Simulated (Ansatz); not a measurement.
Total energies of `[OH][GeH]([F])[GeH3]`.

Z-matrix (Å, degrees):
```
Ge
F 1 1.748
Ge 1 2.419 2 108.4
O 1 1.769 2 106.6 3 114.6
H 1 1.543 2 103.8 3 -128.7
H 3 1.534 1 109.1 2 -179.5
H 3 1.532 1 108.9 2 60.2
H 3 1.534 1 108.9 2 -60.0
H 4 0.961 1 113.4 2 66.2
```

The species carries charge 0 and has multiplicity 1. Correlated methods include outer-core shells of Ge, which these sets cover unevenly. Scalar relativity is left out up to krypton. Geometry: relaxed with PBE0-D4/def2-TZVP. It is one conformer, not always the lowest. Basis def2-TZVPP, the Gaussian-basis code of Ansatz.

RPA on PBE orbitals: Hartree–Fock energy of these orbitals -4328.01222 Eh, correlation -1.56887 Eh (frozen core).

| functional | energy without D4 (Eh) | D4 term (kJ/mol) |
| --- | --- | --- |
| LDA (SPW92) | -4324.70309 | – |
| revPBE | -4331.84493 | -44.3 |
| B97M-V | -4331.39617 | – |
| B3LYP | -4332.32678 | -27.0 |
| r2SCANh | -4332.10749 | -4.2 |
| r2SCAN0 | -4332.06986 | -4.7 |
| HSE06 (plane-wave form) | -4331.51944 | -13.4 |
| CAM-B3LYP | -4332.42565 | -14.6 |
| ωB97M-V | -4331.93770 | – |
| B2PLYP | -4331.38985 | – |

Task: Give the same for PBE, BLYP, r2SCAN, PBE0, BHLYP, LC-ωPBE, ωB97X-V, PBE-QIDH. (An estimate is asked.)

Result: Ansatz gave: 
| functional | energy without D4 (Eh) | D4 term (kJ/mol) |
| --- | --- | --- |
| PBE | -4331.41562 | -16.6 |
| BLYP | -4332.31210 | -35.7 |
| r2SCAN | -4332.13398 | -3.9 |
| PBE0 | -4331.52618 | -14.2 |
| BHLYP | -4332.11352 | -23.0 |
| LC-ωPBE | -4331.59169 | – |
| ωB97X-V | -4331.79044 | – |
| PBE-QIDH | -4330.85399 | – |

B3LYP takes the VWN-RPA correlation (the form of Gaussian; ORCA's B3LYP/G). HSE06 is the plane-wave form, built on full-range PBE exchange. The double hybrids freeze the cores in their second-order part.

LC-ωPBE has ω = 0.4 bohr⁻¹.
